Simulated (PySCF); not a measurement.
BaCl2, SMILES [Cl][Ba][Cl].

Geometry: B3LYP-D3(BJ)/def2-TZVP. The isomer is the one that the SMILES or the coordinates give; other isomers of the formula were not compared. The def2 effective core potentials stand for the cores of Ba; spin–orbit coupling is left out.

Two levels are set side by side: TDA-PBE/def2-SVPD (PySCF) and TDA-LC-ωPBE/def2-SVPD (PySCF). Vertical, same geometry. The lowest singlet is HOMO→LUMO 100 % with PBE and HOMO→LUMO 79 % with the other functional; states are paired by order. Differences are taken from unrounded values.

```
quantity                              TDA-LC-ωPBE
------------------------------------  -----------
lowest singlet excitation (eV)               5.87
lowest triplet excitation (TDA) (eV)         5.79
```

Question: What does TDA-PBE give, and how far is it from TDA-LC-ωPBE? (Estimate from the structure and the level; the computed values follow.)

Answer: 
```
quantity                              TDA-PBE  TDA-PBE minus TDA-LC-ωPBE
------------------------------------  -------  -------------------------
lowest singlet excitation (eV)           3.85                      -2.02
lowest triplet excitation (TDA) (eV)     3.82                      -1.98
```

Functionals without exact exchange tend to place singlet excitations lower, as here. Differences between two approximate levels are no errors against the true value.

Rough cost on one machine, each run with all the roots and properties that it gave: TDA-LC-ωPBE against TDA-PBE about 4 times.
